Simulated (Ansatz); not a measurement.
`F[CH2][GaH][SiH2]Cl` + H–F → `F[CH2][GaH][F]` + `[SiH3]Cl`  (cleavage of the Ga–Si bond)

Gas-phase electronic energies from Ansatz, PBE0-D4/def2-TZVP geometries. CCSD(T)/CBS adds triple-zeta CCSD(T) − MP2 to the extrapolated MP2 energy (def2 sets, frozen cores). This one scheme is used for every species. Functionals use def2-TZVPP. For Ga outer-core shells are correlated without core-valence functions, which leaves a few kJ/mol of doubt a bond. Scalar relativity is left out up to krypton. Each species was taken in one conformer, which may not be the lowest.

`F[CH2][GaH][SiH2]Cl`:

Cartesian coordinates in Å:
```
F -0.067 0.253 2.238
C 1.048 -0.249 1.574
Ga 0.693 -0.521 -0.366
Si -1.391 0.269 -1.294
Cl -0.967 2.249 -1.767
H 1.878 0.453 1.723
H 1.337 -1.190 2.057
H 1.834 -1.146 -1.252
H -2.544 0.276 -0.359
H -1.820 -0.395 -2.553
```

H–F:

```xyz
2

F    -0.349   -0.216   -0.207
H     0.349    0.216    0.207
```

`F[CH2][GaH][F]`:

```xyz
7

F    -0.362   -0.896    1.686
C     0.454   -0.303    0.731
Ga   -0.600    0.328   -0.822
F     0.430    1.082   -2.039
H     1.206   -1.033    0.414
H     0.987    0.532    1.198
H    -2.114    0.291   -1.170
```

`[SiH3]Cl`:

Cartesian coordinates in Å:
```
Si 0.026 0.000 -0.126
Cl -0.397 -0.002 1.884
H 1.087 1.001 -0.382
H -1.206 0.353 -0.866
H 0.490 -1.353 -0.510
```

CCSD(T)/CBS gives -82.5 kJ/mol.

Another level gave -91.7 kJ/mol. Which?
A. HF/def2-TZVPP
B. r2SCANh/def2-TZVPP
C. PBE/def2-TZVPP
D. CAM-B3LYP-D4/def2-TZVPP

B. r2SCANh -91.7, PBE -81.4, HF/def2-TZVPP -115.6, CAM-B3LYP-D4 -98.2 kJ/mol.

Largest T1 diagnostic among the species: 0.013.

Leaving LDA and LC-ωPBE aside and taking each functional with its dispersion term where it has one, the values, not all of them listed here, spread over 24.8 kJ/mol, from B2PLYP to revPBE-D4. LDA lies +6.6 kJ/mol from PBE without D4. The D4 term adds +10.4 kJ/mol with B3LYP and +6.0 kJ/mol with PBE0; it sums over pairs of atoms, weighted by their polarisabilities, and B3LYP, whose exchange is more repulsive, gets the larger term.

B3LYP here is the variant with VWN-RPA as its local correlation; programs differ in this.
